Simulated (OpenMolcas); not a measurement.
Mo4+ (d2) among equal point charges was computed by CASSCF with the d shell active (OpenMolcas, ANO-RCC-VDZP on the metal). Its lowest spin-free states, and all those of the highest spin:

```json
{"2S+1": "3", "Degeneracy": "3", "E (cm-1)": "0.0"}
{"2S+1": "3", "Degeneracy": "3", "E (cm-1)": "5020"}
{"2S+1": "3", "Degeneracy": "1", "E (cm-1)": "10926"}
{"2S+1": "1", "Degeneracy": "3", "E (cm-1)": "12300"}
{"2S+1": "1", "Degeneracy": "2", "E (cm-1)": "12890"}
{"2S+1": "3", "Degeneracy": "3", "E (cm-1)": "17086"}
{"2S+1": "1", "Degeneracy": "3", "E (cm-1)": "20170"}
{"2S+1": "1", "Degeneracy": "1", "E (cm-1)": "21962"}
{"2S+1": "1", "Degeneracy": "3", "E (cm-1)": "22280"}
{"2S+1": "1", "Degeneracy": "2", "E (cm-1)": "25768"}
{"2S+1": "1", "Degeneracy": "1", "E (cm-1)": "48408"}
```

**Question.** Is the site octahedral, tetrahedral or cube-like, axial, or of lower symmetry?

**Answer.** The states with 2S+1 = 3 have orbital degeneracies 3, 3, 1, 3. Threefold states need a cubic site. For d2 at this spin an octahedron puts the threefold T1 below the threefold T2 and a tetrahedron or cube puts the single A2 below the threefold T2, so the site is octahedral. The run had Mo4+ among 6 point charges of -1.2 e arranged as an octahedron (Oh), 2.08 Å from the ion.

An orbital triplet at a regular site is open to Jahn-Teller coupling, which can distort the site and quench the lowest spin-orbit gaps and is left out. Without dynamic correlation the repulsion within the d shell is too large (B by tens of per cent), so at a given field states of lower spin stand too high. This field is weak: 10Dq is about 6026 cm-1, while octahedral complexes of 4d ions of charge 3 and more, computed by the same method with explicit ligands, had a median near 25000 cm-1. Ground spin and moment need not be those of a real site. Point charges carry no covalency, so the field is a model and not that of real ligands. No measured value stands beside these numbers.
